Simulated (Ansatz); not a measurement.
Cost and result up the ladder for Cd6Te6H18 (30 atoms). The state is a singlet with charge 0. Geometry: PBE-D4/def2-SVP.

Cartesian coordinates in Å:
```
Te 1.548 2.228 -3.022
Cd 2.395 2.715 -0.317
Cd -2.937 1.948 0.459
Te -0.254 2.082 1.476
Te 4.039 0.377 0.005
Cd -0.409 0.079 3.528
Cd -0.001 -0.117 -3.634
Te -2.225 -0.247 -1.252
Te 1.950 -2.091 -2.880
Cd 2.854 -2.239 -0.153
Cd -2.530 -2.422 0.598
Te 0.123 -1.991 1.610
H -1.727 3.528 -1.749
H 0.279 3.329 -3.046
H 2.575 4.229 0.461
H -2.376 3.926 -1.623
H -4.366 2.809 0.758
H -0.448 3.434 2.454
H 4.177 0.446 1.679
H 2.545 0.333 3.432
H 2.429 0.352 4.194
H -0.706 0.106 5.196
H -1.234 -0.270 -4.812
H -3.699 -0.407 -2.043
H 0.906 -3.407 -2.829
H -1.023 -3.893 -1.495
H 3.305 -3.641 0.719
H -3.777 -3.512 0.958
H -1.590 -4.395 -1.348
H 0.177 -3.289 2.676
```

Ansatz on 2 threads of AMD EPYC 7R13 on a shared host and a share (18 GiB) of an NVIDIA H100 80GB HBM3. Times are rough, and most runs start from the orbitals of an earlier one. PBE0-D4/def2-TZVP serves as the yardstick here, not as an exact answer. Differences are given only for rows in sets of like size (and for xTB, whose basis is part of the method), since another set adds its own error. Binding counts from free atoms at the same level (Te triplet, Cd singlet, H doublet; other spins of the atoms weren't run), without zero-point energy or a counterpoise term.

In the def2 sets Cd, Te take a core potential; there is no spin–orbit coupling. Correlated methods freeze 24 core orbitals; core or outer-core shells of Te, Cd are correlated, in sets that lack core-valence functions. The rows differ in basis, and correlated rows in double-zeta sets carry the largest basis error. Single mean-field runs in def2-SVP, def2-TZVP are fitted with def2-universal-jkfit. In the singlet geometry the species has come apart into loosely held pieces. In the singlet, H20 and H21 lie 0.77 Å apart, H26 and H29 lie 0.77 Å apart, H13 and H16 lie 0.77 Å apart (atoms count from 1), so H2 has formed as a molecule.

Correlated methods converge slowly with the basis, most of all in double-zeta sets.

| level | functions | binding energy per atom (eV) | difference from PBE0-D4/def2-TZVP (eV) |
| --- | --- | --- | --- |
| PBE-D4/def2-SVP | 432 | 1.90 | – |
| PBE0-D4/def2-TZVP (with forces) | 648 | 1.90 | 0.00 |
| MP2/def2-SVP | 432 | 1.73 | – |
| BLYP-D4/def2-TZVP | 648 | 1.87 | -0.03 |
| PBE-D4/def2-TZVP | 648 | 1.90 | 0.00 |
| PBE0-D4/def2-SVP | 432 | 1.89 | – |
| r2SCANh-D4/def2-TZVP | 648 | 1.92 | 0.02 |
| r2SCAN-D4/def2-TZVP (with forces) | 648 | 1.93 | 0.03 |

(1) Estimate how long each takes.

## Answers

(1) PBE-D4/def2-SVP 7 s; PBE0-D4/def2-SVP 7.5 s; r2SCANh-D4/def2-TZVP 8.5 s; MP2/def2-SVP 8.5 s; PBE-D4/def2-TZVP 9 s; BLYP-D4/def2-TZVP 11 s; r2SCAN-D4/def2-TZVP (with forces) 12 s; PBE0-D4/def2-TZVP (with forces) 16 s. On shared hardware such times vary by a factor of up to 3.
